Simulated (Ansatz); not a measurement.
## Energy profile

The step: TiGeH₈O₄ ([OH][TiH]([OH])([OH])[OH][GeH3]) → TiGeH₆O₄ ([OH][Ti]([OH])([OH])[O][GeH3]) + H₂; bonds formed: H2–H3; dative contacts that become bonds: O4–Ti5; bonds broken: H2–Ti5, H3–O4 (atoms numbered as in the saddle structure below).

```
14
angstrom
Ge -1.8038 -0.4293 1.3948
H 1.1739 -1.5716 -0.2853
H 0.5433 -1.2963 0.4772
O -0.0369 -0.4221 1.0725
Ti 0.8971 0.2891 -0.5702
O 1.7550 -0.0507 -2.1130
O -0.6789 0.9973 -1.1397
O 1.9784 1.4583 0.2619
H -2.5187 -1.1454 0.2406
H -2.2550 1.0270 1.5418
H -1.9717 -1.2059 2.7112
H 2.0161 -0.8441 -2.5791
H -0.8154 1.2439 -2.0573
H 1.7167 1.9494 1.0447
```

Electronic energies by CCSD(T) at an estimated basis limit (MP2 extrapolated from triple and quadruple zeta, plus CCSD(T) − MP2 in triple zeta), on PBE0-D4/def2-TZVP structures; TiGeH8O4, closed shell; no counterpoise correction. Computed with Ansatz 0.2.0 (basis: def2-TZVPP and def2-QZVPP); correlated methods freeze the cores. Filled d shells of the heavier atoms are correlated. The def2 sets are not built for correlating such inner shells, so the correlated values are less sure here. Extrapolation: Hartree–Fock as exp(−7.88 √X), correlation as X^−2.97.

(1) Give the profile in kcal/mol, counted from the start structure. (An estimate is asked for; the value comes from the calculation.)

The T1 diagnostic stays at or below 0.022.

Answers

(1) The calculation gives:
```
                                                                                                                                                 point  kcal/mol
                                                                                                                                       start structure      0.00
                                                                                                                                                saddle     11.37
                                                                                                                                         end structure    -23.62
separated: TiGeH6O4 (linked as [OH][Ti]1([OH])([OH])[O][GeH3]1; Ge1, O4, Ti5, O6, O7, O8, H9, H10, H11, H12, H13, H14; singlet) + H2 (H2, H3; singlet)    -22.35
```

For scale, one of the runs: CCSD(T)/def2-TZVPP, 348 basis functions, launched by `ansatz run in.yaml --threads 4 --pin off --events-out ev --progress --plain --max-ram 66560MiB --backend cuda --devices 0, --max-vram 37GiB`. Time: 24 s of wall clock on 4 CPU threads of an AMD EPYC 7R13 and a share of one NVIDIA H100; the host was shared. Peak host memory: 0.87 GiB.
